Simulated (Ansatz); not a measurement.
TiCl3. The state is a doublet with charge 0. Geometry r2SCAN-D4/def2-SVP.

| atom | x (Å) | y (Å) | z (Å) |
| --- | --- | --- | --- |
| Ti1 | 0.006 | -0.001 | 0.005 |
| Cl2 | -0.552 | 1.818 | 1.085 |
| Cl3 | -0.977 | -1.898 | 0.478 |
| Cl4 | 1.523 | 0.082 | -1.568 |

The 6-31G sets use Cartesian d functions. HSE06 is defined as in plane-wave codes, on full-range PBE exchange.

**Question.** Estimate the α-spin orbital energies around the gap (eV) in Ansatz with HF/6-31G, r2SCAN-D4/def2-TZVP, B97M-V/def2-TZVP, PBE0-D4/def2-SVP, HSE06-D4/def2-TZVP.

**Answer.** 
```
orbital  HF/6-31G  r2SCAN-D4/def2-TZVP  B97M-V/def2-TZVP  PBE0-D4/def2-SVP  HSE06-D4/def2-TZVP
 HOMO−5    -13.74                -9.11             -9.16             -9.98               -9.72
 HOMO−4    -13.74                -9.10             -9.15             -9.96               -9.69
 HOMO−3    -13.59                -9.10             -9.15             -9.95               -9.69
 HOMO−2    -13.59                -8.98             -9.03             -9.82               -9.57
 HOMO−1    -13.56                -8.51             -8.55             -9.31               -9.07
   HOMO    -12.78                -6.13             -6.15             -7.71               -7.27
   LUMO      0.67                -4.26             -4.18             -3.23               -3.64
 LUMO+1      0.67                -4.26             -4.18             -3.23               -3.64
 LUMO+2      0.93                -3.73             -3.77             -2.76               -3.16
 LUMO+3      0.93                -3.73             -3.77             -2.76               -3.16
 LUMO+4      1.25                -0.23             -0.69             -0.18               -0.51
 LUMO+5      1.42                 0.09              0.14              0.81                0.32
 β HOMO    -12.91                -8.55             -8.60             -9.36               -9.11
 β LUMO      0.26                -3.88             -3.73             -2.78               -3.22
```
